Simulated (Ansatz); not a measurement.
Cost and result for the atomization energy of `F[CH2][AlH][O][SiH3]` (11 atoms, 10 bonds).

Z-matrix (Å, degrees):
```
C
Al 1 1.978
F 1 1.398 2 110.7
H 1 1.098 2 112.3 3 120.5
H 1 1.098 2 112.3 3 -120.5
O 2 1.681 1 118.0 3 -0.1
H 2 1.579 1 122.6 3 179.9
Si 6 1.630 2 155.7 1 0.0
H 8 1.487 6 110.5 2 -61.1
H 8 1.487 6 109.3 2 179.2
H 8 1.487 6 110.5 2 59.6
```

Total charge 0; spin multiplicity 1. The structure was optimised at the PBE0-D4/def2-TZVP level. It is one conformer, not always the lowest. Program: Ansatz. All runs use 4 threads of an Arm Neoverse V1 on a shared host. Times are those of one run each, without the atoms' runs, and a repeat can differ threefold. Electronic energies, without spin–orbit coupling; frozen cores. CCSD(T)/CBS adds CCSD(T) − MP2 in def2-TZVPP to the MP2 limit, and its time is that of the two runs behind it. T1 = 0.012. B3LYP takes the VWN-RPA correlation (the form of Gaussian; ORCA's B3LYP/G).

CCSD(T)/CBS is a level of theory with its own doubt, some kJ/mol a heavy atom from the limit and from the frozen cores, so smaller differences don't rank the functionals.

```
                             level  functions  wall time  atomization (kcal/mol)  difference from CCSD(T)/CBS  per bond
   PBE-D4/def2-TZVPP (with forces)        261      2.8 s                   906.5                         -1.3      -0.1
                PBE0-D4/def2-TZVPP        261      3.4 s                   892.9                        -14.9      -1.5
 B3LYP-D4/def2-TZVPP (with forces)        261      5.5 s                   902.5                         -5.3      -0.5
r2SCAN-D4/def2-TZVPP (with forces)        261        6 s                   905.6                         -2.2      -0.2
                 B2PLYP/def2-TZVPP        261        6 s                   894.7                        -13.1      -1.3
                ωB97X-V/def2-TZVPP        261        9 s                   909.1                          1.3       0.1
  ωB97M-V/def2-TZVPP (with forces)        261       13 s                   906.9                         -0.9      -0.1
                    MP2/def2-QZVPP        491       24 s                   912.0                          4.2       0.4
                CCSD(T)/def2-TZVPP        261      3 min                   882.9                        -24.9      -2.5
                 CCSD(T)/CBS(def2)          –    3.4 min                   907.8                          0.0       0.0
```

The D4 term adds +7.7 kcal/mol with B3LYP and +4.1 kcal/mol with PBE0; it sums over pairs of atoms, weighted by their polarisabilities, and B3LYP, whose exchange is more repulsive, gets the larger term. In def2-TZVPP, CCSD(T) changes the Hartree–Fock value by +210.8 kcal/mol (the triples alone add +10.8 kcal/mol) and MP2 by +224.8 kcal/mol; breaking electron pairs costs correlation energy, which Hartree–Fock lacks. From PBE to PBE0 (25 % exact exchange), in def2-TZVPP and without D4, the atomization energy moves by −12.8 kcal/mol: exact exchange takes away binding that semilocal exchange gives to molecules.
